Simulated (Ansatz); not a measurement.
Reaction (ligand exchange at the In–F bond): `[OH][InH][F]` + `N[SiH3]` → `[OH][InH][NH][SiH3]` + H–F

Isolated molecules relaxed with PBE0-D4/def2-TZVP in Ansatz; ΔE leaves out vibrations. CBS: MP2 limit from def2 TZ/QZ plus the TZ coupled-cluster correction, frozen cores. This one scheme is used for every species. Functionals use def2-TZVPP. B3LYP here is the variant with VWN-RPA as its local correlation; programs differ in this. def2 core potentials past Kr. For In outer-core shells are correlated without core-valence functions, which leaves a few kJ/mol of doubt a bond. One conformer a species, not always the lowest.

**Question.** Is it downhill or uphill in electronic energy at CCSD(T)/CBS, and by how much? (Best estimate.)

**Answer.** The calculation gave: Uphill: ΔE = +26.7 kJ/mol.

**Question.** What do these levels give: PBE-D4, B3LYP-D4, ωB97M-V, PBE, r2SCAN, B3LYP, HF/def2-TZVPP, MP2/def2-TZVPP, CCSD/def2-TZVPP, SCS-MP2/def2-QZVPP, MP2/CBS(def2), CCSD/CBS(def2)? (Best estimate.)

**Answer.** Computed: PBE-D4 40.1, B3LYP-D4 41.5, ωB97M-V 38.9, PBE 45.6, r2SCAN 45.1, B3LYP 50.3, HF/def2-TZVPP 49.6, MP2/def2-TZVPP 20.6, CCSD/def2-TZVPP 27.8, SCS-MP2/def2-QZVPP 29.1, MP2/CBS(def2) 22.1, CCSD/CBS(def2) 29.3 kJ/mol.

Largest T1 diagnostic among the species: 0.017.

In def2-TZVPP, CCSD(T) changes the Hartree–Fock value by −24.4 kJ/mol (the triples alone add −2.6 kJ/mol) and MP2 by −29.0 kJ/mol. From PBE to PBE0 (25 % exact exchange), in def2-TZVPP and without D4, ΔE moves by −5.4 kJ/mol. The D4 term adds −8.8 kJ/mol with B3LYP and −4.9 kJ/mol with PBE0; it sums over pairs of atoms, weighted by their polarisabilities, and B3LYP, whose exchange is more repulsive, gets the larger term.
